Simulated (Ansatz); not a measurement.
One change: `O[SiH2]OC=S` becomes `[NH2][GaH][O][SiH2]O`.

Ansatz, PBE0-D4/def2-TZVP geometries, multiplicity 1. Each molecule was computed in one conformer, which needn't be the lowest.

Scalar relativity is left out up to krypton.

```
                                        property  `O[SiH2]OC=S`
               HOMO energy (PBE/def2-TZVPP) / eV          -5.47
size of the dipole moment (B3LYP/def2-TZVPP) / D           3.16
           HOMO energy (ωB97M-V/def2-TZVPP) / eV          -8.91
              LUMO energy (PBE0/def2-TZVPP) / eV          -1.71
           LUMO energy (ωB97M-V/def2-TZVPP) / eV           0.46
             HOMO energy (B3LYP/def2-TZVPP) / eV          -6.45
```

**Question.** Give the same properties after the change, and the shifts. (An estimate is asked.)

**Answer.** Ansatz gave: 
| property | `[NH2][GaH][O][SiH2]O` | shift |
| --- | --- | --- |
| HOMO energy (PBE/def2-TZVPP) / eV | -6.09 | -0.62 |
| size of the dipole moment (B3LYP/def2-TZVPP) / D | 2.04 | -1.12 |
| HOMO energy (ωB97M-V/def2-TZVPP) / eV | -9.86 | -0.95 |
| LUMO energy (PBE0/def2-TZVPP) / eV | -0.36 | 1.35 |
| LUMO energy (ωB97M-V/def2-TZVPP) / eV | 1.29 | 0.83 |
| HOMO energy (B3LYP/def2-TZVPP) / eV | -7.23 | -0.78 |

With PBE0 the HOMO falls by 0.76 eV and the LUMO rises by 1.35 eV, so the gap widens by about 2.11 eV. PBE moves the HOMO by -0.62 eV and ωB97M-V by -0.95 eV. Dipoles are sizes alone; their direction can turn.

B3LYP here is the variant with VWN-RPA as its local correlation; programs differ in this.
